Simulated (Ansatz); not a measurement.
A run for Ansatz (a program for electronic structure): R-wB97X-V/def2-TZVPP on CH5NOSe (SMILES CO[Se]N), a point of a torsion scan.

Ansatz 0.2 input:
```yaml
crystal:
  periodic: [false, false, false]
  atoms:
    - {symbol: C, position_ang: [-1.50136172, -0.15472135, 0.31120067]}
    - {symbol: O, position_ang: [-0.69959568, 0.78677605, -0.35804440]}
    - {symbol: Se, position_ang: [0.62168785, 1.67999759, 0.56179411]}
    - {symbol: N, position_ang: [2.10399280, 0.73886892, 0.12260059]}
    - {symbol: H, position_ang: [-2.46408981, 0.28907059, 0.57928777]}
    - {symbol: H, position_ang: [-1.02587374, -0.54885569, 1.21332661]}
    - {symbol: H, position_ang: [-1.67437191, -0.98087007, -0.38305443]}
    - {symbol: H, position_ang: [2.12258467, -0.20970136, 0.48089346]}
    - {symbol: H, position_ang: [2.30205419, 0.74029626, -0.87139143]}
basis:
  gaussian:
    orbitals: def2-TZVPP
hamiltonian:
  xc: {name: wB97X-V}
scf: {lower_state_search: off}
```

Question: Predict the final total energy.

Answer: -2572.4042 hartree.

Question: How many basis functions does it have, and what does it roughly cost on one machine?

Answer: 211 functions; around 6 core-seconds (rough).
